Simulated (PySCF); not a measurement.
# ECD: `F[C@@H]1C[C@](F)(CS)O1`, C4H6F2OS

Geometry:
```tsv
atom	x (Å)	y (Å)	z (Å)
F1	-2.056	0.747	-1.495
C2	-1.828	0.180	-0.277
C3	-0.676	0.839	0.484
C4	0.028	-0.500	0.231
F5	0.269	-1.197	1.390
C6	1.276	-0.516	-0.629
S7	2.594	0.506	0.104
O8	-1.119	-1.027	-0.410
H9	-2.802	0.064	0.209
H10	-0.870	1.048	1.531
H11	-0.230	1.695	-0.013
H12	1.628	-1.539	-0.757
H13	1.048	-0.081	-1.601
H14	2.736	-0.220	1.210
```

Theory: TDDFT PBE0/aug-cc-pVDZ circular dichroism and optical rotation, one conformer, gas phase in PySCF. Geometry: GFN2-xTB.

The molecule is flexible and this is one conformer; a measurement averages over conformers. States above about 7.3 eV (minus the energy of the highest occupied orbital) lie near or above the ionisation threshold and depend on the basis.

Question: Assign R or S to each stereocentre.

Answer: C2 R, C4 S.

Question: List the lowest 16 singlet excitations with oscillator and rotatory strengths.

Answer: Rotatory strengths R in 10⁻⁴⁰ esu² cm², velocity form and length form (origin at the centre of mass); f in length form.
```tsv
state	E (eV)	λ (nm)	f	R (velocity)	R (length)	main
1	5.70	218	0.004	+5.1	+5.6	HOMO→LUMO 0.65, HOMO→LUMO+1 0.21
2	6.13	202	0.034	+2.4	+2.6	HOMO→LUMO+2 0.40, HOMO→LUMO+1 0.29
3	6.75	184	0.002	+1.8	+1.8	HOMO→LUMO+2 0.48, HOMO→LUMO+1 0.30
4	6.88	180	0.009	-2.9	-2.9	HOMO→LUMO+3 0.54, HOMO→LUMO+4 0.21
5	7.03	176	0.013	-4.3	-4.4	HOMO→LUMO+4 0.50, HOMO→LUMO+3 0.28
6	7.44	167	0.006	+8.9	+8.8	HOMO→LUMO+5 0.78, HOMO→LUMO+4 0.14
7	7.57	164	0.006	-3.6	-3.8	HOMO→LUMO+6 0.91
8	7.69	161	0.010	+4.0	+4.0	HOMO→LUMO+7 0.73, HOMO−1→LUMO 0.12
9	7.86	158	0.003	+12.1	+12.1	HOMO−1→LUMO 0.80, HOMO→LUMO+7 0.15
10	7.94	156	0.014	+11.6	+11.7	HOMO→LUMO+8 0.85
11	8.02	155	0.015	-7.5	-8.1	HOMO→LUMO+9 0.82
12	8.09	153	0.034	-7.6	-7.6	HOMO−1→LUMO+1 0.90
13	8.22	151	0.011	-10.9	-10.8	HOMO−1→LUMO+2 0.86
14	8.37	148	0.001	+2.0	+1.8	HOMO→LUMO+10 0.62, HOMO−2→LUMO 0.11
15	8.48	146	0.043	-71.2	-70.5	HOMO−2→LUMO 0.72, HOMO→LUMO+10 0.15
16	8.59	144	0.054	-27.8	-27.9	HOMO→LUMO+11 0.59, HOMO→LUMO+13 0.17
```

Among the states computed, the strongest CD band (largest |R|) is state 15. The largest dissymmetry factor in size, g = 4R/(D+G), with D and G the electric and magnetic dipole strengths, is +0.043 for state 9 (velocity form, f = 0.003), among bands with |R| over 0.5. The mirror image has the same energies and oscillator strengths and all R with the opposite sign.
